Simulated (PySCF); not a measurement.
BFGeH₄O, SMILES O[B](F)[GeH3].

Geometry optimised at r2SCAN-D4/def2-SVP. One conformer was computed; it need not be the lowest.

Calculation: TDA-PBE/def2-SVPD in PySCF 2.14.0.

Vertical excitations.  State labels are in the subgroup Cs.

Computed excitation energies, oscillator strengths and character:
```tsv
state	symmetry	energy (eV)	λ (nm)	f	main pairs
S1	A"	6.54	190	0.017	HOMO→LUMO 77 %, HOMO−1→LUMO 21 %
S2	A"	6.83	182	0.022	HOMO−1→LUMO 76 %, HOMO→LUMO 18 %
S3	A'	6.84	181	0.107	HOMO→LUMO+1 91 %
S4	A'	7.13	174	0.138	HOMO−2→LUMO 79 %
S5	A'	7.50	165	0.046	HOMO−1→LUMO+1 93 %
S6	A"	7.54	164	0.037	HOMO−2→LUMO+1 95 %
S7	A'	7.66	162	0.008	HOMO→LUMO+2 93 %
S8	A"	8.01	155	0.002	HOMO−4→LUMO 99 %
S9	A'	8.05	154	0.001	HOMO→LUMO+3 83 %
S10	A"	8.33	149	0.049	HOMO−2→LUMO+2 95 %
T1	A"	5.36	231	0	HOMO→LUMO 99 %
T2	A'	6.38	194	0	HOMO−2→LUMO 93 %
T3	A"	6.53	190	0	HOMO−1→LUMO 98 %
T4	A'	6.60	188	0	HOMO→LUMO+1 95 %
```
Triplets are in the Tamm–Dancoff approximation.
